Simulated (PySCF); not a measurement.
Structure and specific rotation at 589.3 nm (origin-invariant length gauge)

Method used: PySCF, TDDFT LC-wPBE/def2-SVPD circular dichroism and optical rotation, one conformer, gas phase. Geometry: GFN2-xTB.

Each molecule in one low-energy conformer. The parent is C[NH2+][C@@H]1C[C@H]1[SiH3].

The molecule is flexible and this is one conformer; a measurement averages over conformers.

(1) How does the specific rotation at 589.3 nm (origin-invariant length gauge) change along this series?
- C[NH2+][C@@H]1C[C@H]1[SiH3] (base)
- C[NH2+][C@@H]1C[C@@H]1[SiH3] (diastereomer)

Answers

(1) 
| molecule | [α]589 (deg dm⁻¹ (g/mL)⁻¹) | S1 (eV) | R(S1), velocity form (10⁻⁴⁰ esu² cm²) |
| --- | --- | --- | --- |
| C[NH2+][C@@H]1C[C@H]1[SiH3] | -26.7 | 8.66 | -2.8 |
| C[NH2+][C@@H]1C[C@@H]1[SiH3] | +105.8 | 8.87 | -10.3 |

The specific rotation at 589.3 nm (origin-invariant length gauge) is lowest for C[NH2+][C@@H]1C[C@H]1[SiH3] and highest for C[NH2+][C@@H]1C[C@@H]1[SiH3].
